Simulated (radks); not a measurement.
Results of a calculation; reference values are marked as such.
Task: The table gives one normalised radial function P(r) = r R(r) of Ag3+ in [Ar] 3d10 4s1 4p6 4d8 5p1 (r in bohr). Level of theory: scalar-relativistic Kohn-Sham, OLYP, spin-polarised, spherical densities, finite nucleus; open shells are filled with parallel spins first (spin-orbit coupling, left out, can overturn this in heavy ions); Fermi nuclear charge, rms radius 4.5454 fm (a radial shooting solver on a logarithmic mesh with Libxc functionals).

r,P
0.003319,0.0000
0.004426,0.0001
0.005857,0.0002
0.007812,0.0005
0.01034,0.0011
0.01379,0.0024
0.01839,0.0052
0.02433,0.0109
0.03245,0.0226
0.04293,0.0445
0.05726,0.0852
0.07576,0.1508
0.101,0.2504
0.1337,0.3701
0.1783,0.4801
0.2378,0.5051
0.3147,0.3682
0.4197,0.0277
0.5554,-0.4242
0.7407,-0.8318
0.9801,-0.9923
1.307,-0.8660
1.73,-0.5743
2.307,-0.2837
3.077,-0.1006
4.071,-0.0229
5.43,-0.0026
7.184,-0.0001

Which n and l does it have? It may be an empty orbital.

Result: n = 4, l = 2: the number of nodes gives n - l - 1 = 1, the rise at small r (about r^(l+1), flatter next to the nucleus through relativity) gives l, and the extent must fit the shell. The curve is that of 4d down; the table hardly tells the two spins apart. 4d down: eigenvalue -49.236 eV, 1 radial node at r = 0.428 bohr, <r> = 1.20 bohr, 90 % of the charge inside 1.85 bohr.
